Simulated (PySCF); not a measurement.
**C₆ coefficients of unlike pairs at PBE0**

Calculated with PySCF 2.14 from the dipole response of each species, C₆(A,B) = (3/π) ∫ α_A(iu) α_B(iu) du, in atomic units, from isotropic polarisabilities. For ions this is the dispersion term alone; charge-induced terms of lower order in 1/R come first.

| species | configuration | basis | relativity | α (bohr³) | C₆ (like pair) |
| --- | --- | --- | --- | --- | --- |
| Si²⁺ | [Ne] 3s2 (1S) | aug-cc-pV(Q+d)Z (7s6p5d3f2g) | none | 11.94 | 41.37 |
| Al³⁺ | [Ne] (1S) | aug-cc-pV(D+d)Z (5s4p3d) | none | 0.2334 | 0.1757 |
| Os | [Xe] 4f14 5d6 6s2 (5D) | aug-cc-pwCVDZ-PP with ECP60MDF (6s6p5d3f) | core potential | 56.95 | 627.7 |
| Tc⁺ | [Kr] 4d5 5s1 (7S) | aug-cc-pVTZ-PP with ECP28MDF (6s6p5d3f2g) | core potential | 35.92 | 267.1 |

(1) Estimate C₆ for Os with Al³⁺.

No spin-orbit coupling is included.

The other pairs:

| pair | C₆ |
| --- | --- |
| Tc⁺, Os | 409.0 |
| Os, Si²⁺ | 159.4 |
| Al³⁺, Si²⁺ | 1.578 |
| Tc⁺, Si²⁺ | 104.1 |
| Tc⁺, Al³⁺ | 4.104 |

Answers

(1) The integral gives 5.994. The combination rule 2 C_A C_B / (C_A α_B/α_A + C_B α_A/α_B) gives 4.853 and the geometric mean 10.50.
